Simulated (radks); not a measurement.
Values are calculated unless marked as measured or tabulated.
Q: The mercury ion Hg+, configuration [Xe] 4f14 5d10 6s1 (the NIST ground configuration). Code: a radial shooting solver on a logarithmic mesh with Libxc functionals. Model: Dirac Kohn-Sham, BP86, spin-unpolarised, spherical densities, finite nucleus; Fermi nuclear charge, rms radius 5.4648 fm. Some entries of the table are withheld. Estimate them.

orbital  occ.  eigenvalue (eV)  <r^2> (bohr^2)
1s1/2       2        -83015.00       0.0003810
2s1/2       2        -14709.10        0.005740
2p1/2       2        -14118.23        0.004053
2p3/2       4        -12169.97        0.005239
3s1/2       2        -3497.244         0.03725
3p1/2       2        -3229.842         0.03391
3p3/2       4        -2798.342         0.04030
3d3/2       4        -2353.599         0.03086
3d5/2       6        -2261.147         0.03259
4s1/2       2        -775.9885          0.1800
4p1/2       2        -661.1183             (1)
4p3/2       4        -556.9273             (2)
4d3/2       4        -368.7179          0.2264
4d5/2       6        -349.2941          0.2377
5s1/2       2        -127.0611          0.9139
4f5/2       6              (3)             (4)
4f7/2       8              (5)             (6)
5p1/2       2         -89.1385           1.068
5p3/2       4         -70.8578           1.293
5d3/2       4         -20.1197           2.436
5d5/2       6         -18.2467           2.655
6s1/2       1         -14.8917           7.052

A: 
(1) 4p1/2 <r^2> (bohr^2): 0.1832
(2) 4p3/2 <r^2> (bohr^2): 0.2154
(3) 4f5/2 eigenvalue (eV): -107.1881
(4) 4f5/2 <r^2> (bohr^2): 0.2773
(5) 4f7/2 eigenvalue (eV): -102.9949
(6) 4f7/2 <r^2> (bohr^2): 0.2852
